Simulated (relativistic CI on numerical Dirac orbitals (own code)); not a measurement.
## Cd⁴⁺: 4p photoemission

Computed with this model: Dirac-Coulomb-Breit CI, KLI orbitals optimised for each configuration, QED by a radiative potential, valence Slater integrals scaled by 0.7, multiplet model of photoemission in the sudden approximation; configurations [Kr] 4d8 → [Ar] 3d10 4s2 4p5 4d8; 80 K; Lorentzian 0.84 eV and Gaussian 0.6 eV FWHM. Energies are those of the free ion, without screening or charge transfer. The energies are binding energies and can lie tens of eV above those of solids. S is read from ⟨S²⟩ = S(S + 1).

Field parameters in Wybourne normalisation: D3d B²₀ = −7Dσ, B⁴₀ = −14Dq − 21Dτ, B⁴₃ = −14√(10/7) Dq; D4h B²₀ = −7Ds, B⁴₀ = 21(Dq − Dt), B⁴₄ = 21√(5/14) Dq; Td as Oh with Dq negative (B⁴₀ = 21Dq, B⁴₄ = √(5/14) B⁴₀). The field is a parameter set, without covalency.

Peaks in eV (height, largest 100): 128.8 (100), 130.3 (64), 133.4 (43), 135.7 (45), 138.1 (26), 140.4 (29), 142.0 (22), 143.9 (23), 145.1 (22).

(1) Which surroundings give this spectrum?
A. D3d, 10Dq = 12900, Dσ = 490, Dτ = -430 cm⁻¹
B. free ion
C. Td, 10Dq = -18150 cm⁻¹
D. D4h, 10Dq = 40400, Ds = -1200, Dt = 260 cm⁻¹

## Answers

(1) A. D3d, 10Dq = 12900, Dσ = 490, Dτ = -430 cm⁻¹, where the ground state has S = 0.99.
